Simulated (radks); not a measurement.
Al IV, configuration [Ne].

All-electron calculation, Dirac Kohn-Sham, BLYP, spin-unpolarised, spherical densities, point nucleus. Program: a radial shooting solver on a logarithmic mesh with Libxc functionals.

Energy parts (eV):
part                      energy
total                  -6554.352
kinetic                 6570.011
electron-nucleus      -15325.596
Hartree                 2687.466
exchange-correlation    -486.232

Orbitals (lengths in bohr, moments of r in powers of bohr):
orbital  occ.  eigenvalue (eV)     <r>  <1/r>  small-component weight
1s1/2       2        -1547.922  0.1202  12.63                2.11e-03
2s1/2       2        -142.4852  0.6234  2.350                2.89e-04
2p1/2       2        -104.4718  0.5960  2.233                2.68e-04
2p3/2       4        -104.0225  0.5982  2.222                2.67e-04

The highest occupied level is 2p3/2 at -104.02 eV. The density falls to 0.001 e/bohr^3 at r = 1.98 bohr. For comparison, the ionisation energy in NIST's Atomic Spectra Database is 119.99 eV (measured). In exact Kohn-Sham theory the highest level is minus the ionisation energy, but local and semilocal functionals leave it too shallow, through self-interaction and a potential that decays too fast; potentials with the right tail come closer. Summed over all electrons, <r^2> = 3.684 bohr^2, which gives a Langevin (diamagnetic) susceptibility term of -2.92 x 10^-6 cm^3/mol.
